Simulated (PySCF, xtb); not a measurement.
BH₆N, SMILES [BH3-][NH3+].

GFN2-xTB run with xtb at its own geometry gives an orbital gap of 9.08 eV and a dipole moment of 6.03 D.

Geometry: B3LYP-D3(BJ)/def2-TZVP.

Task: What does PySCF with M06-2X/def2-TZVPD give? (The exact figures need the calculation; the answer reports its results.)

Result: gap 8.80 eV (levels -9.12 and -0.32 eV), dipole 5.23 D.
